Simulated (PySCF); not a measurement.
**Nuclear quadrupole coupling in `FC(F)(F)C1OCCCO1`**

C₅H₇F₃O₂.
SMILES with atom numbers: `[F:1][C:2]([F:3])([F:4])[CH:5]1[O:6][CH2:7][CH2:8][CH2:9][O:10]1` (hydrogens: H11 on C5; H12, H13 on C7; H14, H15 on C8; H16, H17 on C9)

Cartesian coordinates in Å at the PBE0-D3(BJ)/def2-SVP level; atoms count from 1:
```xyz
17
C5H7F3O2 angstrom
F      2.1002    2.1192    0.2013
C      1.8319    0.8425   -0.0589
F      2.9800    0.1706   -0.0777
F      1.3101    0.7850   -1.2945
C      0.8990    0.2644    1.0241
O      0.6849   -1.0902    0.8424
C     -0.2970   -1.4448   -0.1188
C     -1.5871   -0.6938    0.1495
C     -1.2807    0.7899    0.2302
O     -0.2467    1.0268    1.1723
H      1.4640    0.3673    1.9645
H      0.0665   -1.2423   -1.1420
H     -0.4291   -2.5310   -0.0194
H     -2.3249   -0.8953   -0.6426
H     -2.0138   -1.0310    1.1077
H     -2.1450    1.3647    0.5903
H     -1.0032    1.1860   -0.7632
```

Field gradients from the PBE0/pcSseg-1 density (PySCF, non-relativistic), principal values in atomic units, ordered |Vxx| ≤ |Vyy| ≤ |Vzz|:

```csv
atom,Vxx,Vyy,Vzz
O6,-0.0934,-1.8867,1.9800
O10,-0.0905,-1.8886,1.9791
```

**Question.** Find the asymmetry η = (Vxx − Vyy)/Vzz and the couplings χ = eQV/h (234.96 MHz × Q in barn × V in au), with Q(17O) = −0.0256 b.

**Answer.** 
```csv
atom,environment,nucleus,η,χzz (MHz),χxx (MHz),χyy (MHz)
O6,cyclic ether oxygen,17O,0.91,-11.91,0.56,11.35
O10,cyclic ether oxygen,17O,0.91,-11.90,0.54,11.36
```

At O6 and O10 η is above 0.9: Vyy and Vzz are nearly equal in size and opposite in sign, so a small change could swap them and flip the sign of χzz. The tensor is traceless: Vxx + Vyy + Vzz = 0.

**Question.** What is Vzz at O6 in SI units (1 au = 9.71736 × 10²¹ V/m²)?

**Answer.** 1.9800 au = 19.241 × 10²¹ V/m².

Were the hydrogens deuterons (Q(2H) = 0.00286 b), χzz would run from 179 kHz (H11) to 193 kHz (H14).

Isolated species at its PBE0-D3(BJ)/def2-SVP geometry (one conformer only). The basis is small and wasn't made for field gradients, so the couplings can be 20 % off.
